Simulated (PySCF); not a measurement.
InN: mean field, correlation and small terms against distance

State: ³Σ⁻, triplet, unpaired electrons π ↑↑. ROHF-based CCSD(T) in PySCF 2.14 with In cc-pwCVDZ-PP with ECP28, N aug-cc-pVDZ and In cc-pwCVTZ-PP with ECP28, N aug-cc-pVTZ (frozen core orbitals: 5; scalar-relativistic core potentials). Correlation energies are extrapolated as n⁻³ (n = 2, 3), Hartree–Fock as (n+1)·exp(−9√n). CV is the change on freezing 4 orbitals instead, in In cc-pwCVTZ-PP with ECP28, N cc-pwCVTZ. All energies in eV from In + N.

```
 R (Å)  HF/CBS  CCSD corr.      (T)       CV   total
2.0452  -0.121      -1.361  -0.1283  -0.0044  -1.614
2.1341  -0.238      -1.364  -0.1347  -0.0030  -1.740
2.2231  -0.247      -1.374  -0.1421  -0.0020  -1.765
2.3120  -0.183      -1.389  -0.1503  -0.0011  -1.724
2.4231  -0.036      -1.414  -0.1615  -0.0003  -1.612
2.5343   0.155      -1.444  -0.1737   0.0003  -1.462
```

A fit to the total gives Re = 2.2071 Å, De = 1.767 eV, ωe = 443.6 cm⁻¹, Be = 0.2773 cm⁻¹ (masses 114.9039 and 14.0031 u).

Question: At R = 2.2231 Å the CCSD correlation energy is -0.421170 hartree in the smaller basis and -0.610059 in the larger. Extrapolate it.

Answer: (3³·E3 − 2³·E2)/(3³ − 2³) = -0.68959 hartree; the larger basis holds 88.5 % of it.

The T1 diagnostic is 0.026. The state was picked by a PBE0 search and need not be the measured ground state. Spin–orbit coupling, excitations beyond (T) and corrections to the Born–Oppenheimer picture are left out, and spin–orbit coupling matters for open p, d or f shells this heavy.
